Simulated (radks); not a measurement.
Polarisability of the iron ion Fe7+, [Ar] 3d1, at imaginary frequency. Calculated with a radial shooting solver on a logarithmic mesh with Libxc functionals: scalar-relativistic Kohn-Sham, LDA (Slater exchange, Perdew-Wang correlation), spin-polarised, spherical densities, finite nucleus; open shells are filled with parallel spins first; Fermi nuclear charge, rms radius 3.7377 fm. Response by self-consistent Sternheimer equations with the Hartree and adiabatic LDA kernel, the relativistic mass of each level held fixed and spin-orbit coupling left out.

w (hartree),alpha1(iw) (bohr^3)
0.00266,0.5631
0.0143,0.5631
0.0360,0.5630
0.0697,0.5628
0.118,0.5622
0.186,0.5608
0.280,0.5578
0.413,0.5517
0.605,0.5392
0.892,0.5141
1.35,0.4643
2.12,0.3740
3.59,0.2422
6.94,0.1097
17.5,0.02827

Static values: alpha1 = 0.5631 bohr^3 (0.08345 angstrom^3; uncoupled 0.8532). C6 = 0.7500, triple-dipole C9 = 0.3045 atomic units. One-pole (London) frequency 4 C6 / (3 alpha1^2) = 3.154 hartree, against 5.068 for minus the highest occupied eigenvalue.
